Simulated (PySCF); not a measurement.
ZnH, SMILES [ZnH] (connectivity only; charge and spin as stated), neutral, multiplicity 2. Atoms are numbered in the order given.

```xyz
2

Zn     0.0000     0.0000    -0.0526
H      0.0000     0.0000     1.5782
```
Charge 0, spin multiplicity 2.

Geometry: B3LYP-D3(BJ)/def2-TZVPD. The spin state was assumed, not searched.

Computed with IEF-PCM-M06-2X/def2-TZVPD run with PySCF.

The values are the electrostatic part of the solvation free energy, E(continuum) − E(gas) at the gas-phase geometry, in a cavity of scaled van der Waals radii (PySCF's table); cavitation and dispersion terms are not included. A continuum can't describe solvent molecules that bind to the metal. The dipole moment in vacuum is 0.58 D.

```tsv
solvent	ε	ΔG(elec) (kcal/mol)	dipole (D)
water	78.36	-8.3	1.64
acetone	20.49	-7.8	1.57
ethylethanoate	5.99	-6.4	1.36
```
